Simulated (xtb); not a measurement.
C4H4ClF, SMILES C=C(Cl)/C=C\F. All values are semi-empirical tight-binding results from xtb (GFN2-xTB unless named), good for trends rather than for accurate numbers. Coordinates come from a GFN2-xTB optimisation. The structure was generated by enumeration; whether it is a known compound was not checked. Other conformers were not sampled.

Optimised geometry:

```xyz
10

C     -2.1287     0.3411     0.6576
C     -0.8651     0.1608     0.2775
Cl    -0.3769    -1.3714    -0.3690
C      0.1385     1.2026     0.3806
C      1.4225     1.1705     0.0366
F      2.0497     0.1197    -0.4922
H     -2.8616    -0.4401     0.5752
H     -2.4532     1.2836     1.0613
H     -0.2219     2.1318     0.7967
H      2.0927     2.0107     0.1552
```
Charge 0, spin multiplicity 1.

Estimate the properties. (Estimate from the structure and the level; the computed values follow.)


```
Property                                       Result
--------------------------------------  -------------
point group as xtb finds it                        Cs
orbital gap                                   3.36 eV
dipole moment                                  2.98 D
zero-point energy                       41.6 kcal/mol
G − E(el) at 298.15 K (modified RRHO)   22.2 kcal/mol
static polarisability (D4 model)           63.1 bohr³
solvation energy, GFN2-xTB/ALPB(water)  -3.7 kcal/mol
solvation energy, GFN2-xTB/ALPB(dmf)    -6.3 kcal/mol
```

Computed atomic charges and the Wiberg bond orders between heavy atoms:
charges (e) C1 -0.11, C2 0.11, Cl3 -0.16, C4 -0.06, C5 0.13, F6 -0.19, H7 0.07, H8 0.06, H9 0.07, H10 0.06. Bond orders C1–C2 1.81, C2–Cl3 0.98, C2–C4 1.11, C4–C5 1.80, C5–F6 1.00.
